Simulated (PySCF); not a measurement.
Compound: C₆H₁₀P₂S.
InChI=1S/C6H10P2S/c1-8(5-7)6-2-3-9-4-6/h2-4H,5,7H2,1H3

Torsions of this conformer, `[CH3:1][P:2]([CH2:3][PH2:4])[c:5]1[cH:6][cH:7][s:8][cH:9]1`: C1–P2–C3–P4 -170°, C1–P2–C5–C6 48°, H–P4–C3–P2 -41°, H–P4–C3–P2 53°.

The closed-shell ground state was solved at several levels (PySCF, density fitting, gas phase, non-relativistic). Isolated species at its PBE0-D3(BJ)/def2-SVP geometry (one conformer only).

```tsv
level	basis functions	total energy (Eh)	HOMO (eV)	LUMO (eV)	gap (eV)	dipole (D)
PBE0/pcSseg-1	224	-1314.7807	-6.79	-0.68	6.11	1.71
KT2/pcSseg-1	224	-1328.4607	-5.74	-1.53	4.21	1.63
```

What might B3LYP/def2-SVPD (275 basis functions) give for the same quantities?

Total energy -1315.1015 Eh, HOMO -6.54 eV, LUMO -0.87 eV, gap 5.67 eV, dipole 1.68 D.

Over all these levels, which gives the widest orbital gap and which the narrowest?

PBE0/pcSseg-1 (global hybrid, 25 % exact exchange) has the widest, 6.11 eV, and KT2/pcSseg-1 (GGA) the narrowest, 4.21 eV. The two share the basis. From the narrowest to the widest the HOMO moves by -1.05 eV and the LUMO by +0.85 eV.

How far do the dipole and the HOMO energy spread over the levels?

The dipole runs from 1.63 to 1.71 D (mean 1.67 D) and the HOMO from -6.79 to -5.74 eV.
